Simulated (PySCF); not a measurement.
C3H5N3.

```xyz
11

N      2.4544    -0.7118     0.6289
C      1.6270    -0.3755    -0.1206
N      0.7650    -0.0327    -1.0818
C     -0.3987     0.4369    -0.8172
C     -1.0341     0.6297     0.5352
N     -2.2821    -0.1074     0.6763
H     -1.0292     0.6776    -1.6887
H     -1.2349     1.7060     0.6810
H     -0.3300     0.3260     1.3266
H     -2.9907     0.2120     0.0162
H     -2.1413    -1.1047     0.5172
```

The structure is a stationary point at B3LYP-D3(BJ)/def2-SVP. The structure was generated by enumeration; whether it is a known compound was not checked. One conformer was computed; it need not be the lowest.

The numbers are results of KT2/pcSseg-1 (PySCF), not measurements. Non-relativistic, no solvent.

Computed absolute GIAO shielding of each atom: isotropic value and principal components (ppm):
| atom | σ(iso) | σ11 | σ22 | σ33 | span |
|---|---|---|---|---|---|
| N1 | -32.4 | -127.9 | -86.9 | 117.7 | 245.6 |
| C2 | 73.1 | -33.4 | -30.1 | 282.7 | 316.1 |
| N3 | -29.2 | -267.2 | -14.1 | 193.9 | 461.1 |
| C4 | 4.3 | -111.9 | 14.5 | 110.5 | 222.3 |
| C5 | 131.0 | 107.6 | 135.3 | 150.2 | 42.6 |
| N6 | 229.9 | 201.1 | 239.7 | 248.9 | 47.8 |
| H7 | 23.8 | 20.9 | 23.6 | 27.0 | 6.0 |
| H8 | 28.1 | 24.4 | 27.1 | 32.7 | 8.3 |
| H9 | 27.2 | 23.1 | 26.9 | 31.7 | 8.6 |
| H10 | 30.6 | 24.2 | 27.8 | 39.8 | 15.6 |
| H11 | 30.7 | 24.0 | 28.2 | 39.7 | 15.7 |
